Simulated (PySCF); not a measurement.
These are PBE-D3(BJ)/def2-TZVP // r2SCAN-D4/def2-SVP run with PySCF values and carry that method's errors. Isolated molecules, 0 K electronic values unless said otherwise. One relaxed conformer stands for a flexible species; it need not be the lowest. 

Reference species: [Cd(NH2)2] (neutral, multiplicity 1).

| Item | Value |
|---|---|
| mean distance from the central atom to its bonded neighbours | 2.005 Å |
| coordination number | 2 |
| HOMO–LUMO gap | 3.96 eV |

Changed species: [Cd(OH)(NH2)] (1 of 2 OH replaced by NH2; the reference has 2 of 2 OH replaced by NH2).

Task: Give the shifts of the mean distance from the central atom to its bonded neighbours, coordination number and HOMO–LUMO gap.

Result: the mean distance from the central atom to its bonded neighbours decreases by 0.021 Å, to 1.984 Å; the coordination number is nearly the same; the HOMO–LUMO gap falls by 0.02 eV, to 3.94 eV.
